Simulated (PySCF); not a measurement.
What does the GFN2-xTB structure of InChI=1S/C7H11N/c8-6-7-4-2-1-3-5-7/h7H,1-5H2 look like in three dimensions?

```xyz
19
C7H11N angstrom
N      2.3152    0.5403   -1.9519
C      1.8599    0.4063   -0.9115
C      1.2847    0.2376    0.4025
C      0.2042    1.3023    0.6443
C     -0.9745    1.0989   -0.3030
C     -1.5579   -0.3014   -0.1389
C     -0.4894   -1.3572   -0.4062
C      0.6934   -1.1734    0.5399
H      2.0964    0.3668    1.1302
H     -0.1370    1.2211    1.6794
H      0.6306    2.2984    0.5045
H     -1.7413    1.8490   -0.0993
H     -0.6358    1.2339   -1.3330
H     -1.9394   -0.4195    0.8787
H     -2.3939   -0.4369   -0.8272
H     -0.1412   -1.2700   -1.4380
H     -0.9107   -2.3561   -0.2767
H      1.4631   -1.9186    0.3262
H      0.3639   -1.3121    1.5725
```

Any rigid rotation of these coordinates is as good. Atoms count from 1 in this order. The 7 C–C bonds span 1.444 Å (C2–C3, drawn single) to 1.536 Å (C3–C4, drawn single), a spread of 0.092 Å. Of the pairs four or more bonds apart, C2···H13 is among the closest relative to their van der Waals radii: 2.66 Å, 92 % of the sum of Bondi's values. The 6-membered ring C3–C4–C5–C6–C7–C8 has internal angles of 110.4° to 110.7° (sum 663°, against 720° for a flat polygon); it is puckered, 0.24 Å rms from its mean plane, widest ring torsion 58°.

Bonds between heavy atoms (Å): N1≡C2 1.144, C2–C3 1.444, C3–C4 1.536, C4–C5 1.526, C5–C6 1.526, C6–C7 1.526, C7–C8 1.526, C3–C8 1.536.

Computed geometry: GFN2-xTB, gas phase.

Point group: Cs (tolerance 0.08 Å). No frequency check. One conformer, not necessarily the lowest (C2–C3–C4–C5 66°, C3–C4–C5–C6 57°, C4–C5–C6–C7 -58°, C5–C6–C7–C8 58°).
